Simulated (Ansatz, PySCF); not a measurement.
Stretching the B1–I3 bond in BHI2 (SMILES IBI) (multiplicity 1 held, fragments rigid). Energies count from the point at 2.114 Å.
Geometry at that point (charge 0, multiplicity 1):
```json
[
 {"atom": "B", "x (Å)": "-0.7042", "y (Å)": "-0.4270", "z (Å)": "-0.4638"},
 {"atom": "H", "x (Å)": "-1.5832", "y (Å)": "-0.9600", "z (Å)": "-1.0428"},
 {"atom": "I", "x (Å)": "-0.4043", "y (Å)": "1.6431", "z (Å)": "-0.7670"},
 {"atom": "I", "x (Å)": "0.5006", "y (Å)": "-1.5847", "z (Å)": "0.8305"}
]
```

Unrestricted levels (U-) break spin symmetry where that is lower. Active spaces are followed from a long bond inwards. Left out are points that failed, MP2 points in a non-variational dive below the minimum, coupled-cluster points behind a sign of a changed root (a jump of the amplitudes, or a one-step jump against full CI or MRCI), small-basis points behind a change of solution, and semi-empirical points at long bonds. Curves can end on different states.

Cores are frozen in the correlated methods. Filled d and f shells under p-block atoms count as core. Rows in 3-21G, LANL2DZ carry no dispersion term and start afresh at each structure; the Pople sets are all-electron and without relativity. LANL2DZ brings its own core potentials from Na on.

Run with Ansatz (an electronic-structure program) with Gaussian orbitals; PySCF for 3-21G rows, LANL2DZ rows. Each number belongs to the level named beside it. In def2 rows elements past Kr take small-core potentials, without spin–orbit coupling.

Energies in eV.

| R (Å) | R-HF/3-21G | U-HF/LANL2DZ | U-PBE/def2-TZVPP | CASSCF(6,4)/def2-TZVPP | FIC-MRCISD+Q on CASSCF(6,4)/def2-TZVPP |
|---|---|---|---|---|---|
| 1.691 | 3.39 | 3.05 | 2.52 | 2.90 | 2.65 |
| 1.902 | 0.73 | 0.62 | 0.44 | 0.60 | 0.47 |
| 2.114 | 0.00 | 0.00 | 0.00 | 0.00 | 0.00 |
| 2.325 | 0.09 | 0.17 | 0.24 | 0.16 | 0.25 |
| 2.536 | 0.53 | 0.65 | 0.74 | 0.60 | 0.78 |
| 2.853 | 1.40 | 1.49 | 1.57 | 1.38 | 1.66 |
| 3.170 | 2.30 | 1.94 | 2.31 | 2.06 | 2.42 |
| 3.699 | 3.57 | 2.20 | 3.18 | 2.76 | 3.25 |
| 4.227 | 4.51 | 2.28 | 3.54 | 3.03 | 3.59 |
| 4.861 | 5.27 | 2.30 | 3.71 | 3.10 | 3.70 |
| 5.707 | 5.85 | 2.31 | 3.79 | 3.12 | 3.73 |
| 6.763 | left out | left out | 3.83 | 3.12 | 3.74 |

Doubts at one or more of the structures used: a restricted determinant that unrestricted orbitals would lower (R-HF/3-21G); a spin-contaminated determinant (U-HF/LANL2DZ, U-PBE/def2-TZVPP); active orbitals that take no part (CASSCF(6,4)/def2-TZVPP, FIC-MRCISD+Q on CASSCF(6,4)/def2-TZVPP).
